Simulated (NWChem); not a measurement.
System: SnH$_{4}$S$_{3}$; SMILES [SH][SnH]([SH])[SH]

NWChem input:

```
start job
memory heap 200 mb stack 900 mb global 1100 mb
geometry units angstroms noautosym nocenter noautoz
  Sn    -0.031840    -0.029303     0.613925
  S     -2.033560     1.229212     0.090072
  S     -0.189216    -2.185976    -0.476669
  S      1.867107     1.150721    -0.317029
  H      0.140942    -0.216714     2.304019
  H     -2.370861     0.352180    -0.881815
  H      0.684058    -1.802579    -1.434734
  H      1.056617     1.938587    -1.058557
end
basis spherical
  * library def2-svp
end
ecp
  Sn library def2-ecp
end
dft
  xc xpbe96 cpbe96
  iterations 150
  vectors input atomic output neutral.movecs
end
task dft energy
charge 1
dft
  odft
  mult 2
  vectors input atomic output cation.movecs
end
task dft energy
```

NWChem printed, in part:

```
             Northwest Computational Chemistry Package (NWChem) 7.3.0
             --------------------------------------------------------

                             Geometry "geometry" -> ""
                             -------------------------

 Output coordinates in angstroms (scale by  1.889725989 to convert to a.u.)

  No.       Tag          Charge          X              Y              Z
 ---- ---------------- ---------- -------------- -------------- --------------
    1 Sn                  50.0000    -0.03184000    -0.02930300     0.61392500
    2 S                   16.0000    -2.03356000     1.22921200     0.09007200
    3 S                   16.0000    -0.18921600    -2.18597600    -0.47666900
    4 S                   16.0000     1.86710700     1.15072100    -0.31702900
    5 H                    1.0000     0.14094200    -0.21671400     2.30401900
    6 H                    1.0000    -2.37086100     0.35218000    -0.88181500
    7 H                    1.0000     0.68405800    -1.80257900    -1.43473400
    8 H                    1.0000     1.05661700     1.93858700    -1.05855700

 Effective nuclear repulsion energy (a.u.)     712.2094707307

 Summary of "ao basis" -> "ao basis" (spherical)
 ------------------------------------------------------------------------------
       Tag                 Description            Shells   Functions and Types
 ---------------- ------------------------------  ------  ---------------------
 Sn                         def2-svp                10       26   4s4p2d
 S                          def2-svp                 8       18   4s3p1d
 H                          def2-svp                 3        5   2s1p

            General Information
            -------------------
          SCF calculation type: DFT
          Wavefunction type:  closed shell.
          No. of atoms     :     8
          No. of electrons :    74
           Alpha electrons :    37
            Beta electrons :    37
          Charge           :     0
          Spin multiplicity:     1
          Use of symmetry is: off; symmetry adaption is: off
          Maximum number of iterations: 150
          AO basis - number of functions:   100
                     number of shells:    46
          Convergence on energy requested:  1.00D-06
          Convergence on density requested:  1.00D-05
          Convergence on gradient requested:  5.00D-04

              XC Information
              --------------
          PerdewBurkeErnzerhof Exchange Functional  1.000
            Perdew 1991 LDA Correlation Functional  1.000 local
           PerdewBurkeErnz. Correlation Functional  1.000 non-local

             Grid Information
             ----------------
          Grid used for XC integration:  medium
          Radial quadrature: Mura-Knowles
          Angular quadrature: Lebedev.
          Tag              B.-S. Rad. Rad. Pts. Rad. Cut. Ang. Pts.
          ---              ---------- --------- --------- ---------
          Sn                  1.45      123           9.0       590
          S                   1.00       88          11.0       590
          H                   0.35       45          11.0       434
          Grid pruning is: on
          Number of quadrature shells:   567
          Spatial weights used:  Erf1

      Superposition of Atomic Density Guess
      -------------------------------------

 Sum of atomic energies:       -1443.13481439

      Non-variational initial energy
      ------------------------------

 Total energy =   -1408.145143
 1-e energy   =   -2812.575854
 2-e energy   =    1010.419998
 HOMO         =      -0.302735
 LUMO         =      -0.002217

   convergence    iter        energy       DeltaE   RMS-Dens  Diis-err
 ---------------- ----- ----------------- --------- --------- ---------
 d= 0,ls=0.0,diis     1  -1410.3631944642 -1.80D+03  1.94D-02  6.23D-01
 d= 0,ls=0.0,diis     2  -1410.2909477638  7.22D-02  1.34D-02  8.78D-01
 d= 0,ls=0.0,diis     3  -1410.4335445240 -1.43D-01  3.44D-03  9.33D-02
 d= 0,ls=0.0,diis     4  -1410.4478500931 -1.43D-02  8.18D-04  4.89D-03
 d= 0,ls=0.0,diis     5  -1410.4486862055 -8.36D-04  2.41D-04  3.20D-04
  Resetting Diis
 d= 0,ls=0.0,diis     6  -1410.4487515360 -6.53D-05  3.89D-05  1.23D-05
 d= 0,ls=0.0,diis     7  -1410.4487538873 -2.35D-06  1.44D-05  2.62D-07
 d= 0,ls=0.0,diis     8  -1410.4487538338  5.35D-08  9.27D-06  6.01D-07

         Total DFT energy =    -1410.448753833802
      One electron energy =    -2814.344508597427
           Coulomb energy =     1105.946878001608
    Exchange-Corr. energy =      -96.061836653834
 Nuclear repulsion energy =      394.010713415852

 Numeric. integr. density =       74.000017773555

                       DFT Final Molecular Orbital Analysis
                       ------------------------------------

 Vector   35  Occ=2.000000D+00  E=-2.310701D-01
              MO Center=  7.4D-01,  4.4D-01, -2.6D-01, r^2= 5.6D+00
   Bfn.  Coefficient  Atom+Function         Bfn.  Coefficient  Atom+Function
  ----- ------------  ---------------      ----- ------------  ---------------
    75      0.358011  4 S  pz                74      0.352732  4 S  py
    56      0.261733  3 S  py                72      0.250438  4 S  pz
    71      0.247593  4 S  py                38      0.203325  2 S  py
    53      0.177239  3 S  py                39     -0.165958  2 S  pz
    69      0.143753  4 S  pz                35      0.142714  2 S  py

 Vector   36  Occ=2.000000D+00  E=-2.310474D-01
              MO Center= -9.7D-01, -3.1D-01, -1.6D-01, r^2= 5.6D+00
   Bfn.  Coefficient  Atom+Function         Bfn.  Coefficient  Atom+Function
  ----- ------------  ---------------      ----- ------------  ---------------
    37      0.335770  2 S  px                55      0.327278  3 S  px
    39     -0.291815  2 S  pz                57      0.244297  3 S  pz
    34      0.232012  2 S  px                52      0.231563  3 S  px
    36     -0.200634  2 S  pz                54      0.172144  3 S  pz
    73      0.155658  4 S  px                56     -0.137846  3 S  py

 Vector   37  Occ=2.000000D+00  E=-2.262828D-01
              MO Center= -1.1D-01,  5.4D-02, -1.4D-01, r^2= 6.4D+00
   Bfn.  Coefficient  Atom+Function         Bfn.  Coefficient  Atom+Function
  ----- ------------  ---------------      ----- ------------  ---------------
    55      0.302647  3 S  px                75      0.274723  4 S  pz
    38     -0.263293  2 S  py                39      0.223287  2 S  pz
    74      0.218696  4 S  py                52      0.209442  3 S  px
    57      0.205103  3 S  pz                72      0.198706  4 S  pz
    82     -0.182811  5 H  s                 35     -0.178937  2 S  py

 Vector   38  Occ=0.000000D+00  E=-8.517157D-02
              MO Center= -7.2D-02,  1.4D-02,  2.2D-01, r^2= 5.7D+00
   Bfn.  Coefficient  Atom+Function         Bfn.  Coefficient  Atom+Function
  ----- ------------  ---------------      ----- ------------  ---------------
     3      0.882764  1 Sn s                  4      0.481493  1 Sn s
    37     -0.386778  2 S  px                56     -0.377719  3 S  py
    82     -0.349905  5 H  s                 73      0.298699  4 S  px
     2     -0.288277  1 Sn s                 74      0.267128  4 S  py
     1     -0.223307  1 Sn s                 57     -0.202301  3 S  pz

 Vector   39  Occ=0.000000D+00  E=-3.458527D-02
              MO Center= -2.2D-01, -3.9D-02,  4.3D-01, r^2= 5.6D+00
   Bfn.  Coefficient  Atom+Function         Bfn.  Coefficient  Atom+Function
  ----- ------------  ---------------      ----- ------------  ---------------
    15      0.729035  1 Sn py                48      0.574695  3 S  s
    14      0.498514  1 Sn px                87      0.437162  6 H  s
    92     -0.368334  7 H  s                 12      0.330253  1 Sn py
    56      0.323447  3 S  py                66     -0.310452  4 S  s
    75     -0.290333  4 S  pz                11      0.287895  1 Sn px

 Vector   40  Occ=0.000000D+00  E=-3.455909D-02
              MO Center=  1.2D-01,  2.5D-02,  4.0D-01, r^2= 5.6D+00
   Bfn.  Coefficient  Atom+Function         Bfn.  Coefficient  Atom+Function
  ----- ------------  ---------------      ----- ------------  ---------------
    14      0.724095  1 Sn px                30      0.510835  2 S  s
    15     -0.489684  1 Sn py                66     -0.484838  4 S  s
    97      0.465011  8 H  s                 11      0.327325  1 Sn px
    57     -0.327698  3 S  pz                92     -0.291351  7 H  s
    12     -0.284030  1 Sn py                38     -0.283652  2 S  py

     Multipole analysis of the density
     ---------------------------------

     L   x y z        total         alpha         beta         nuclear
     -   - - -        -----         -----         ----         -------
     0   0 0 0     -0.000000    -37.000000    -37.000000     74.000000

     1   1 0 0     -0.023140      6.489492      6.489492    -13.002124
     1   0 1 0      0.024513     -2.567333     -2.567333      5.159179
     1   0 0 1     -0.223542     -1.224108     -1.224108      2.224674

     2   2 0 0    -51.669441   -257.531881   -257.531881    463.394321
     2   1 1 0     -0.061792     -1.762362     -1.762362      3.462932
     2   1 0 1      0.574630     20.058488     20.058488    -39.542347
     2   0 2 0    -51.668678   -256.194930   -256.194930    460.721182
     2   0 1 1     -0.597166    -21.608466    -21.608466     42.619765
     2   0 0 2    -46.490790    -64.188238    -64.188238     81.885686

                                 NWChem DFT Module
                                 -----------------

            General Information
            -------------------
          SCF calculation type: DFT
          Wavefunction type:  spin polarized.
          No. of atoms     :     8
          No. of electrons :    73
           Alpha electrons :    37
            Beta electrons :    36
          Charge           :     1
          Spin multiplicity:     2
          Use of symmetry is: off; symmetry adaption is: off
          Maximum number of iterations: 150
          AO basis - number of functions:   100
                     number of shells:    46
          Convergence on energy requested:  1.00D-06
          Convergence on density requested:  1.00D-05
          Convergence on gradient requested:  5.00D-04

              XC Information
              --------------
          PerdewBurkeErnzerhof Exchange Functional  1.000
            Perdew 1991 LDA Correlation Functional  1.000 local
           PerdewBurkeErnz. Correlation Functional  1.000 non-local

             Grid Information
             ----------------
          Grid used for XC integration:  medium
          Radial quadrature: Mura-Knowles
          Angular quadrature: Lebedev.
          Tag              B.-S. Rad. Rad. Pts. Rad. Cut. Ang. Pts.
          ---              ---------- --------- --------- ---------
          Sn                  1.45      123           9.0       590
          S                   1.00       88          11.0       590
          H                   0.35       45          11.0       434
          Grid pruning is: on
          Number of quadrature shells:   567
          Spatial weights used:  Erf1

      Superposition of Atomic Density Guess
      -------------------------------------

 Sum of atomic energies:       -1443.13481439

 Renormalizing density from      74.00 to     73

      Non-variational initial energy
      ------------------------------

 Total energy =   -1397.261492
 1-e energy   =   -2774.568072
 2-e energy   =     983.295867
 HOMO         =      -0.541997
 LUMO         =      -0.261522

   convergence    iter        energy       DeltaE   RMS-Dens  Diis-err
 ---------------- ----- ----------------- --------- --------- ---------
 d= 0,ls=0.0,diis     1  -1410.0247545184 -1.80D+03  8.44D-03  2.90D-01
                                                     8.70D-03  3.00D-01
 d= 0,ls=0.5,diis     2  -1409.9980109982  2.67D-02  3.29D-03  1.85D-01
                                                     3.18D-03  1.71D-01
 d= 0,ls=0.5,diis     3  -1410.1106764080 -1.13D-01  1.08D-03  1.61D-02
                                                     9.67D-04  1.46D-02
 d= 0,ls=0.5,diis     4  -1410.1239362084 -1.33D-02  5.27D-04  2.32D-03
                                                     4.57D-04  2.14D-03
 d= 0,ls=0.5,diis     5  -1410.1264288003 -2.49D-03  2.53D-04  4.11D-04
                                                     2.18D-04  4.07D-04
  Resetting Diis
 d= 0,ls=0.5,diis     6  -1410.1269670319 -5.38D-04  1.47D-04  1.61D-04
                                                     1.34D-04  1.83D-04
 d= 0,ls=0.5,diis     7  -1410.1272047556 -2.38D-04  1.36D-04  7.58D-05
                                                     1.34D-04  9.84D-05
 d= 0,ls=0.5,diis     8  -1410.1273542092 -1.49D-04  6.85D-05  2.24D-05
                                                     7.80D-05  3.93D-05
 d= 0,ls=0.5,diis     9  -1410.1274115906 -5.74D-05  3.96D-05  6.69D-06
                                                     5.32D-05  1.87D-05
 d= 0,ls=0.5,diis    10  -1410.1274424861 -3.09D-05  2.52D-05  1.88D-06
                                                     4.31D-05  1.25D-05
 d= 0,ls=0.5,diis    11  -1410.1274628160 -2.03D-05  2.07D-05  1.17D-06
                                                     3.55D-05  9.30D-06
 d= 0,ls=0.5,diis    12  -1410.1274772724 -1.45D-05  1.51D-05  8.35D-07
                                                     3.09D-05  7.73D-06
 d= 0,ls=0.5,diis    13  -1410.1274884015 -1.11D-05  1.56D-05  6.83D-07
                                                     2.70D-05  5.98D-06
 d= 0,ls=0.5,diis    14  -1410.1274964273 -8.03D-06  1.03D-05  8.12D-07
                                                     2.37D-05  5.23D-06
 d= 0,ls=0.5,diis    15  -1410.1275029533 -6.53D-06  1.52D-05  7.03D-07
                                                     2.04D-05  4.23D-06
 d= 0,ls=0.5,diis    16  -1410.1275066031 -3.65D-06  1.00D-05  1.87D-06
                                                     1.73D-05  4.94D-06
 d= 0,ls=0.5,diis    17  -1410.1275097847 -3.18D-06  6.97D-06  2.36D-06
                                                     1.54D-05  4.98D-06
 d= 0,ls=0.5,diis    18  -1410.1275126789 -2.89D-06  5.27D-06  2.34D-06
                                                     1.39D-05  4.60D-06
 d= 0,ls=0.5,diis    19  -1410.1275151759 -2.50D-06  3.73D-06  2.17D-06
                                                     1.27D-05  4.13D-06
 d= 0,ls=0.5,diis    20  -1410.1275174565 -2.28D-06  4.50D-06  1.82D-06
                                                     1.14D-05  3.50D-06
 d= 0,ls=0.5,diis    21  -1410.1275190410 -1.58D-06  3.48D-06  1.86D-06
                                                     1.04D-05  3.35D-06
 d= 0,ls=0.5,diis    22  -1410.1275204447 -1.40D-06  2.17D-06  1.78D-06
                                                     9.73D-06  3.13D-06
 d= 0,ls=0.5,diis    23  -1410.1275219098 -1.47D-06  4.17D-06  1.39D-06
                                                     8.70D-06  2.57D-06
 d= 0,ls=0.5,diis    24  -1410.1275226679 -7.58D-07  2.77D-06  1.64D-06
                                                     7.96D-06  2.74D-06

         Total DFT energy =    -1410.127523525672
      One electron energy =    -2799.380675377854
           Coulomb energy =     1090.984694049678
    Exchange-Corr. energy =      -95.742255613348
 Nuclear repulsion energy =      394.010713415852

 Numeric. integr. density =       73.000017828863

                    DFT Final Alpha Molecular Orbital Analysis
                    ------------------------------------------

[...]
```

Level: PBE/def2-SVP with def2 effective core potentials on Sn, vertical spin-unrestricted ions. Coordinates come from a PBE0/def2-SVP optimisation. Not confirmed as a minimum by frequencies. def2 effective core potentials on Sn; no spin-orbit coupling.
